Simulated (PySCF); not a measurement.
C6H10, SMILES CC1=C[C@@H](C)C1.

The structure is a stationary point at PBE0-D3(BJ)/def2-SVP.

Two levels are set side by side: PBE/def2-TZVP (PySCF) and B3LYP/def2-TZVP (PySCF). Same geometry, gas phase. Differences are taken from unrounded values.

| quantity | B3LYP | PBE | PBE minus B3LYP |
|---|---|---|---|
| orbital gap (eV) | 6.88 | 5.24 | -1.64 |
| highest occupied level (eV) | -6.54 | -5.66 | 0.88 |
| lowest empty level (eV) | 0.35 | -0.42 | -0.76 |
| dipole moment (D) | 0.36 | 0.37 | 0.01 |
| mean polarisability (bohr³) | 71.8 | 73.5 | 1.7 |

PBE's occupied levels lie high since its potential decays too fast outside the molecule; exact exchange lowers them and widens the gap. Differences between two approximate levels are no errors against the true value.

Rough cost on one machine, each run with all the roots and properties that it gave: B3LYP against PBE within a factor of 2.
